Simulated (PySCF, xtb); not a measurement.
diethyl sulfide (C4H10S), SMILES CCSCC.

Coordinates come from a PBE0-D3(BJ)/def2-SVP optimisation. One conformer was computed; it need not be the lowest.

These are PySCF 2.14.0 with IEF-PCM-B3LYP/def2-SVP values and carry that method's errors.

The values are the electrostatic part of the solvation free energy, E(continuum) − E(gas) at the gas-phase geometry, in a cavity of scaled van der Waals radii (PySCF's table); cavitation and dispersion terms are not included. In vacuum the orbital gap is 6.99 eV. The dipole moment in vacuum is 1.46 D.

Computed values in water (ε = 78.36), diethylether (ε = 4.24), methanol (ε = 32.61):
| solvent | ε | ΔG(elec) (kcal/mol) | dipole (D) | gap (eV) |
|---|---|---|---|---|
| water | 78.36 | -2.6 | 2.05 | 7.17 |
| diethylether | 4.24 | -1.7 | 1.83 | 7.11 |
| methanol | 32.61 | -2.5 | 2.03 | 7.17 |

For comparison, GFN2-xTB/ALPB(water) (xtb, at the GFN2-xTB geometry, all terms of that model) gives -0.4 kcal/mol.
